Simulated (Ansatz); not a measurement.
Kohn–Sham single points on C2HCl2F3, SMILES `FC(F)(F)C(Cl)Cl`.

```yaml
crystal:
  periodic: [false, false, false]
  atoms:
    - {symbol: F, position_ang: [-0.219016, -1.334750, 1.157113]}
    - {symbol: C, position_ang: [0.179787, -0.765065, 0.020535]}
    - {symbol: F, position_ang: [1.491717, -0.966376, -0.096562]}
    - {symbol: F, position_ang: [-0.430683, -1.366686, -0.989279]}
    - {symbol: C, position_ang: [-0.109666, 0.739518, 0.067645]}
    - {symbol: Cl, position_ang: [-1.826914, 1.018605, 0.310040]}
    - {symbol: Cl, position_ang: [0.490537, 1.517624, -1.388344]}
    - {symbol: H, position_ang: [0.424229, 1.157119, 0.918844]}
basis:
  gaussian: {orbitals: def2-TZVPP}
hamiltonian: {xc: {name: LC-wPBE}}
output: {orbitals: {seedname: orbitals}}
```

```sh
$ ansatz run in.yaml --threads 4 --pin off --events-out ev --progress --plain --max-ram 10444MiB
```

It prints (some lines left out):

```
Functional definition: LC-wPBE
1475 factors; their error is unknown
339 factors; integrals over basis functions are off by at most 2.7e-5 eV
mean field evaluation 1: about -35275.7859 eV, gradient 4.6e1 eV
mean field evaluation 2: about -35275.8096 eV, gradient 5.1e1 eV
mean field evaluation 4: about -35279.0067 eV, gradient 1.2e0 eV
mean field evaluation 8: about -35279.0187 eV, gradient 3.2e-2 eV
mean field evaluation 16: about -35278.9781 eV, gradient 1.9e-4 eV
mean field -35278.97812506 eV, -1296.4785331459 hartree, gradient 5.9e-5 eV, S^2 0.000000; 0 other end points of the search recorded, 0 dependent functions left out
reference -35278.97812507 eV, -1296.4785331461 hartree; 37, 37 occupied and 216, 216 virtual orbitals, 1475 factors
Total energy: -35278.97812507 eV, -1296.4785331461 hartree
```

Hardware: 4 threads of an Arm Neoverse V1 on a shared host. Wall time 2.9 s, peak host memory 0.5 GiB.

The same input with `hamiltonian: {xc: r2scan, dispersion: d4}` and forces (abridged; 5.5 s):

```
Functional definition: r2SCAN
mean field evaluation 16: about -35285.4915 eV, gradient 3.3e-4 eV
mean field -35285.49152232 eV, -1296.7178960801 hartree, gradient 8.0e-5 eV, S^2 0.000000
Total energy: -35285.54592268 eV, -1296.7198952566 hartree
Atom 0 force    -0.123654    -0.155353     0.340128 eV/Å
Atom 1 force    -0.079067     0.254792    -0.033156 eV/Å
Atom 2 force     0.389628    -0.044833    -0.036008 eV/Å
Atom 3 force    -0.181557    -0.162957    -0.295575 eV/Å
Atom 4 force     0.144570     0.004266     0.198508 eV/Å
Atom 5 force    -0.262401     0.011299     0.050311 eV/Å
Atom 6 force     0.112520     0.091976    -0.224396 eV/Å
Atom 7 force    -0.000040     0.000810     0.000189 eV/Å
Dipole moment:     0.084701     0.182264     0.169133 e Å
```

The same input with `hamiltonian: {xc: {name: B3LYP}, dispersion: d4}` and forces (abridged; 6 s):

```
Functional definition: B3LYP
mean field evaluation 16: about -35292.1118 eV, gradient 2.0e-4 eV
mean field -35292.11176697 eV, -1296.9611855835 hartree, gradient 3.3e-5 eV, S^2 0.000000
Total energy: -35292.48040876 eV, -1296.9747329195 hartree
Atom 0 force    -0.131106    -0.211466     0.390967 eV/Å
Atom 1 force    -0.039983     0.269450     0.024478 eV/Å
Atom 2 force     0.453908    -0.085500    -0.037737 eV/Å
Atom 3 force    -0.208089    -0.213917    -0.346754 eV/Å
Atom 4 force     0.235877    -0.025015     0.314491 eV/Å
Atom 5 force    -0.423832     0.091831     0.079634 eV/Å
Atom 6 force     0.160225     0.217540    -0.348342 eV/Å
Atom 7 force    -0.047000    -0.042923    -0.076737 eV/Å
Dipole moment:     0.076101     0.204941     0.164062 e Å
```

With the line `hamiltonian: {xc: {name: PBE-QIDH}}` (abridged; 6.5 s):

```
Functional definition: PBE-QIDH
mean field evaluation 16: about -35252.8035 eV, gradient 1.8e-4 eV
mean field -35252.80352109 eV, -1295.5166341918 hartree, gradient 8.7e-6 eV, S^2 0.000000
15 core orbitals not correlated: weight in the atoms' cores, before any rotation towards them, 1.000 or more for the frozen orbitals, at most 0.000 for the correlated occupied ones
second order -43.82293037 eV of doubles, -0.00000000 eV of singles
Total energy: -35267.41117386 eV, -1296.0534555294 hartree
```

The same input with `hamiltonian: {xc: {name: wB97X-V}}` (abridged; 8 s):

```
Functional definition: wB97X-V
mean field evaluation 16: about -35284.6160 eV, gradient 3.5e-5 eV
mean field -35284.61596662 eV, -1296.6857200016 hartree, gradient 3.5e-5 eV, S^2 0.000000
Total energy: -35284.61596519 eV, -1296.6857199490 hartree
```

Changing it to `hamiltonian: {xc: pbe0, dispersion: d4}` (abridged; 3.9 s):

```
Functional definition: PBE0
mean field evaluation 16: about -35273.2261 eV, gradient 1.2e-4 eV
mean field -35273.22606785 eV, -1296.2671489422 hartree, gradient 2.4e-5 eV, S^2 0.000000
Total energy: -35273.41684128 eV, -1296.2741597365 hartree
```

B3LYP takes the VWN-RPA correlation (the form of Gaussian; ORCA's B3LYP/G).
